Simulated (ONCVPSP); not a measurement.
# Transferability test, ONCV potential for F

* Element: fluorine (F)
* Generator: ONCVPSP 4.0.1
* Type: optimised norm-conserving Vanderbilt (ONCV)
* Functional: PBE
* Relativity: non-relativistic
* Frozen core: [He]
* Valence charge: 7
* Reference configuration: 2s2 2p5
* Partial waves: 2s: rc 0.75 bohr, ncon 4, nbas 8, qcut 10.1 1/bohr, 3 projectors, debl 0.5 Ha; 2p: rc 0.90 bohr, ncon 3, nbas 6, qcut 10.5 1/bohr, 1 projector
* Local potential: polynomial inside 0.75 bohr (lpopt 5, dvloc0 0 Ha)
* Core correction: none

In the s channel the program set the typed energies aside and used -1.096, 0.250, 0.750 Ha.

Energies are relative to the spin-unpolarised reference configuration 2s2 2p5; without spin polarisation the order of configurations can differ from experiment.

| valence configuration | charge | ΔE all-electron (eV) | error AE − PS (meV) |
| --- | --- | --- | --- |
| 2s2 2p4 | +1 | 19.401 | -0.4 |
| 2s2 2p3 | +2 | 57.796 | +31 |
| 2s1 2p5 | +1 | 38.407 | -6.2 |

What are ΔE and the potential's error for 2s2 2p2?

ΔE = 118.438 eV all-electron; the error (AE − PS) is +192 meV.

Levels in the configuration 2s2 2p4:

```json
{"level": "2s", "all-electron (eV)": "-47.301", "pseudo (eV)": "-47.318"}
{"level": "2p", "all-electron (eV)": "-28.318", "pseudo (eV)": "-28.312"}
```

Note: ghosts flagged at negative energy: s at -508.1 eV; no localised positive-energy state flagged. A true bound ghost makes a file unfit for plane-wave use.
